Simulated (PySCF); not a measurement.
C2H5O, SMILES O[CH]C, multiplicity 2.

Geometry: PBE0-D3(BJ)/def2-TZVP. The isomer is the one that the SMILES or the coordinates give; other isomers of the formula were not compared. The values are those of a single conformer.

Computed with CAM-B3LYP/def2-TZVPD in PySCF.

Task: Estimate the frontier levels, dipole moment and polarisability. (The exact figures need the calculation; the answer reports its results.)

Result: 
- α spin, highest occupied and lowest empty level: -6.28 and 0.72 eV
- β spin, highest occupied and lowest empty level: -11.00 and 0.51 eV
- dipole moment: 1.30 D
- quadrupole, principal values (traceless, Buckingham form, about the centre of nuclear charge): -3.82, -2.06, 5.88 D·Å
- mean static polarisability: 33.1 bohr³ (4.91 Å³)
- polarisability, principal values: 28.9, 32.7, 37.8 bohr³
- ⟨S²⟩: 0.754 (pure state 0.75)
